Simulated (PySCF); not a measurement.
Electronic structure of F⁺ (fluorine, charge +1) at the UHF level

Configuration: [He] 2s2 2p3 3s1, high-spin 5S determinant (an excited configuration). Computed with PySCF 2.14 in x2c-QZVPPall with one added diffuse shell each of s, p, d, f type (8s5p4d3f1g, 73 functions), with scalar relativity by spin-free X2C-1e.

| Property | Result |
| --- | --- |
| Total energy | -98.166038 hartree |
| One-electron energy | -129.2968 hartree |
| Hartree (Coulomb) energy | 40.5345 hartree |
| Exchange energy | -9.4038 hartree |
| ⟨S²⟩ | 6.0026 |
| ⟨L²⟩ | 0.000 |
| Sum of ⟨r⟩ | 7.946 bohr |
| Sum of ⟨r²⟩ | 15.73 bohr² |
| Langevin diamagnetic susceptibility | -12.5 ×10⁻⁶ cm³/mol |

```tsv
shell	electrons	mean orbital energy (eV)	rms radius, mean of both spins (bohr)
1s α	1	-757.13	0.203
1s β	1	-752.04	0.203
2s α	1	-78.824	1.01
2s β	1	-60.995	1.01
2p α	3	-54.159	0.986
3s α	1	-12.657	3.27
```

The outer electron is Rydberg-like, and this basis confines it to a smaller radius and binds it less than a complete one would.

Spin-orbit constants ζ (cm⁻¹) from the X2C one-electron operator on these orbitals: bare nucleus, nucleus screened by l(l+1)(2l+1)/3 electrons, and screened by the Breit-Pauli mean field of the electrons.

| shell | bare | screened nucleus | mean field |
| --- | --- | --- | --- |
| 2p | 549.0 | 427.0 | 379.0 |
